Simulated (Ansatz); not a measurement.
WBr₆⁻. Total charge -1; doublet. Geometry PBE-D4/def2-SVP, that of the neutral singlet; atoms count from 1.

```
atom   x (Å)   y (Å)   z (Å)
  W1   0.000   0.000   0.000
 Br2   1.719   1.691  -0.617
 Br3  -1.719  -1.691   0.617
 Br4   1.233  -1.728  -1.300
 Br5  -1.233   1.728   1.300
 Br6  -1.313   0.592  -2.030
 Br7   1.313  -0.592   2.030
```

In the def2 sets W takes a core potential; there is no spin–orbit coupling.

Q: Estimate the Mulliken populations from the PBE/def2-SVP orbitals of Ansatz.

A: 
```tsv
atom	charge (e)	spin (α − β)	d electrons
W1	0.21	0.89	4.47
Br2	-0.20	0.02	–
Br3	-0.20	0.02	–
Br4	-0.20	0.02	–
Br5	-0.20	0.02	–
Br6	-0.20	0.02	–
Br7	-0.20	0.02	–
```
Mulliken values depend strongly on the basis.

Q: Where does the spin sit?

A: Summed by element: W 0.89, Br 0.11, of 1 unpaired in all. Largest on single atoms: W1 0.89, Br4 0.02, Br5 0.02.

Q: And the Mayer bond orders between heavy atoms (over 0.3)?

A: W1–Br2 1.10 (2.49 Å); W1–Br3 1.10 (2.49 Å); W1–Br4 1.10 (2.49 Å); W1–Br5 1.10 (2.49 Å); W1–Br6 1.10 (2.49 Å); W1–Br7 1.10 (2.49 Å).
